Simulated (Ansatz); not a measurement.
BBr2 (SMILES Br[B]Br) moved off its minimum; all values from Ansatz (a first-principles code), cores frozen in correlated methods. Open shells are unrestricted.
(charge 0, multiplicity 2)
```xyz
3

Br    -1.6812    -0.0733     0.0479
B     -0.0241     0.8125    -0.0294
Br     1.7105     0.0414    -0.0977
```

Forces at PBE/def2-TZVPP (eV/Å):

```json
[
 {"atom": "Br1", "Fx": "-0.099", "Fy": "-0.122", "Fz": "0.005"},
 {"atom": "B2", "Fx": "0.269", "Fy": "0.112", "Fz": "-0.012"},
 {"atom": "Br3", "Fx": "-0.169", "Fy": "0.010", "Fz": "0.007"}
]
```

Problem. Give the forces (eV/Å), the total energy and the dipole at CCSD(T)/aug-cc-pVTZ.

Solution. 
| atom | Fx | Fy | Fz |
|---|---|---|---|
| Br1 | -0.100 | -0.126 | 0.005 |
| B2 | 0.284 | 0.114 | -0.013 |
| Br3 | -0.184 | 0.012 | 0.008 |
Energy -5170.0753 hartree, dipole 0.40 D.
